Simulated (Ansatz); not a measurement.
# Ligand exchange: C2H3Br + GaH2I → C2H3I + GaH2Br

Species: C2H3Br (vinyl bromide) `C=CBr`, singlet; GaH2I `[GaH2][I]`, singlet; C2H3I (vinyl iodide) `C=CI`, singlet; GaH2Br `[GaH2][Br]`, singlet. The partners trade Br for I: C–Br and Ga–I bonds give way to C–I and Ga–Br.

Shapes, held fixed at every level: PBE0-D4/def2-TZVP. Programs: Ansatz 0.2.0. The zero-point and thermal change to 298 K, harmonic and unscaled (PBE0-D4/def2-TZVP), is -0.6 kJ/mol.

(1) Estimate ΔH(298 K) of this reaction.

## Answers

(1) The highest level, CCSD(T)/def2-TZVPP, gives ΔH(298 K) = -7.2 kJ/mol; the levels span -7.2 to -3.2. The column of differences is taken from that level and isn't an error. No measured value is set beside it here. For atoms past krypton def2 sets carry core potentials with scalar relativity. Relativity is left out for Br, Ga. Outer-core shells of Br, Ga, I are correlated, in sets that cover them unevenly.

```
              level                    kind  ΔH(298 K) (kJ/mol)  less CCSD(T)/def2-TZVPP
      HF/def2-TZVPP            Hartree–Fock                -4.6                     +2.6
  PBE-D4/def2-TZVPP                     GGA                -3.2                     +4.0
BHLYP-D4/def2-TZVPP           global hybrid                -4.8                     +2.4
 wB97X-V/def2-TZVPP  range-separated hybrid                -5.2                     +2.0
  B2PLYP/def2-TZVPP           double hybrid                -6.0                     +1.2
       MP2/def2-SVP     perturbation theory                -3.7                     +3.5
     MP2/def2-TZVPP     perturbation theory                -6.4                     +0.8
 CCSD(T)/def2-TZVPP   coupled cluster or CI                -7.2                      0.0
```
